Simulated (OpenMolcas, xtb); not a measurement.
SnSiH5O (SMILES [SiH3][O][SnH2]): the electronic atomisation energy, rung by rung

SnSiH5O: 8 atoms, total charge 0, spin state doublet. As SMILES, `[SiH3][O][SnH2]`. Geometry: relaxed at PBE0-D4/def2-TZVP. This is one conformer, not always the lowest.

Each level gives the electronic atomisation energy (eV). The values are calculated. Electronic energies at fixed atoms, without zero-point motion or spin-orbit coupling.

| level | kind | program | value (eV) | CPU time (all runs) |
| --- | --- | --- | --- | --- |
| GFN0-xTB | semi-empirical | xtb | 32.06 | under 2 s |
| UHF/def2-SVPD (core potential) | Hartree–Fock | OpenMolcas | 16.54 | 43 s |
| USVWN5/def2-SVPD (core potential) | LDA | OpenMolcas | 25.88 | 92 s |
| U-revPBE/def2-SVPD (core potential) | GGA | OpenMolcas | 21.87 | 2.2 min |
| U-r2SCAN/def2-SVPD (core potential) | meta-GGA | OpenMolcas | 22.91 | 3.2 min |
| UTPSS/def2-SVPD (core potential) | meta-GGA | OpenMolcas | 23.35 | 3 min |
| UM06-2X/def2-SVPD (core potential) | hybrid meta-GGA | OpenMolcas | 22.71 | 2.4 min |

The values span 16.54 to 32.06 eV. GFN0-xTB: no spin polarisation, so open shells miss the exchange term that lowers them. Times are those of the runs behind each value, whatever else they computed, on shared processors of several kinds: orders of magnitude only.
